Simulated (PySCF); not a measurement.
Compound: CH6AlFGe.
Geometry (PBE0-D3(BJ)/def2-SVP, Å), atoms numbered from 1 in this order:
```xyz
10
CH6AlFGe angstrom
F      3.146   -0.282   -0.946
Al     1.760    0.336   -0.250
C      0.108   -0.674   -0.394
Ge    -1.443    0.169    0.447
H      1.930    1.726    0.483
H     -0.120   -0.855   -1.460
H      0.252   -1.673    0.055
H     -1.700    1.549   -0.192
H     -1.173    0.379    1.951
H     -2.709   -0.695    0.286
```

Method used: PySCF 2.14.0, PBE0-D3(BJ)/def2-SVP geometry optimisation, gas phase.

(1) Which atoms are bound to Al2, and at what distances?

(2) List the angles at Al2.

(3) What is the shape at Al2?

(4) What are the other bond lengths?

(5) Give some angles away from the centre.

(6) What are the rotational constants (commonest isotopes, rigid rotor)?

Answers

(1) 3 atoms: H5 1.581 Å, F1 1.670 Å, C3 1.942 Å. The nearest atom not counted as bound is H7, at 2.53 Å (others tie with it).

(2) 
| angle | degrees | distance of the outer atoms (Å) |
| --- | --- | --- |
| C3–Al2–H5 | 125.7 | 3.14 |
| F1–Al2–C3 | 118.9 | 3.11 |
| F1–Al2–H5 | 115.4 | 2.75 |

(3) Planar: angles 125.7°, 118.9° and 115.4°, sum 360.0°, 0.00 Å off the plane of its three neighbours.

(4) C3–Ge4 1.955 Å; C3–H6, C3–H7 1.105 Å; Ge4–H8, Ge4–H9, Ge4–H10 1.542 Å.

(5) Al2–C3–Ge4 114.7°.

(6) A = 17175, B = 1055, C = 1012 MHz: a near-prolate asymmetric top.

Point group: Cs (tolerance 0.08 Å). Charge 0, singlet. Not checked by PBE0-D3(BJ)/def2-SVP frequencies.

The run took 29 s wall on an Arm Neoverse V1 with one thread (shared host), and the process peaked at 0.43 GiB of memory. This is the geometry optimisation.

One conformer stands for the species.
